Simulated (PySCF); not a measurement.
TeCl2, SMILES Cl[Te]Cl. The structure is a stationary point at B3LYP-D3(BJ)/def2-TZVP. The isomer is the one that the SMILES or the coordinates give; other isomers of the formula were not compared. The def2 effective core potentials stand for the cores of Te; spin–orbit coupling is left out.

**Question.** Give the equilibrium geometry at B3LYP-D3(BJ)/def2-TZVP (PySCF confirms it by a frequency run) as Cartesian coordinates in Å, and its point group. (An estimate is asked for; the answer gives what the named calculation found.)

**Answer.** point group C2v.
```xyz
3

Te     0.0000     0.0000     0.6001
Cl     0.0000     1.7918    -0.9179
Cl     0.0000    -1.7918    -0.9179
```
Charge 0, spin multiplicity 1.
